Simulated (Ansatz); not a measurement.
The cluster Co₂Si, relaxed as a quintet with UKS B3LYP-D4/def2-TZVP in Ansatz, starting from the B3LYP-D4/def2-TZVP geometry of the neutral singlet. Force threshold 0.02 eV/Å.

The charge 0 quintet is spin-contaminated (final ⟨S²⟩ up to 6.55, 6.00 for a pure state). The relaxation made no stability test and no search for a lower SCF solution. The structure comes from a short search, and lower isomers may exist.

Start:

```xyz
3

Co   -0.416   -0.890    0.712
Co   -0.220   -0.071   -1.191
Si    0.636    0.962    0.479
```

```csv
step,energy (eV),largest force component (eV/Å),SCF passes
1,-83133.1403,2.675,167
2,-83133.4450,1.180,73
3,-83133.5452,0.328,59
4,-83133.5571,0.070,65
5,-83133.5583,0.001,61
```

Force components are those of the run's own axes.

End:

Cartesian coordinates in Å:
```
Co -0.437 -0.961 0.848
Co -0.213 -0.021 -1.337
Si 0.650 0.982 0.489
```

By distances, no bond broke or formed. The bond that changes most is Co1–Co2, from 2.08 to 2.39 Å (atoms count from 1).

No frequencies were taken in this run, so the end may be a saddle point.

Hardware: 4 threads of Arm Neoverse V2 on a shared host. Wall time 19 s.
